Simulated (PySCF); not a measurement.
# Au(2+) (gold, charge +2): UHF calculation

Configuration: [Xe] 4f14 5d8 6p1, one real determinant (an excited configuration). All numbers are calculated (PySCF 2.14, scalar relativity through the core potential, in def2-QZVPPD with the def2 core potential (60 electrons) (7s5p4d4f2g, 88 functions)).

```
Total energy                                                  : -133.359639 hartree
One-electron energy                                           : -220.8984 hartree
Hartree (Coulomb) energy                                      : 98.7636 hartree
Exchange energy                                               : -11.2248 hartree
⟨S²⟩                                                          : 3.7531
⟨L²⟩                                                          : 14.050
Sum of ⟨r⟩                                                    : 23.38 bohr
Sum of ⟨r²⟩                                                   : 41.14 bohr²
Traceless quadrupole moment −½Σ⟨3z² − r²⟩ along its main axis : -4.87 e·bohr²
```

| shell | electrons | mean orbital energy (eV) | spread (eV) | rms radius, mean of both spins (bohr) |
| --- | --- | --- | --- | --- |
| 5s α | 1 | -157.03 | 0 | 1.00 |
| 5s β | 1 | -153.43 | 0 | 1.00 |
| 5p α | 3 | -103.52 | 0.105 | 1.15 |
| 5p β | 3 | -98.733 | 0.434 | 1.15 |
| 5d α | 5 | -39.609 | 1.476 | 1.55 |
| 5d β | 3 | -37.610 | 0.443 | 1.55 |
| 6p α | 1 | -18.750 | 0 | 3.46 |

⟨L²⟩ = 14.05 against 20 for a pure G term, so this real determinant mixes terms. Energies and moments cover only the electrons outside the core potential. Spin-orbit coupling, absent here, splits the open shell strongly.
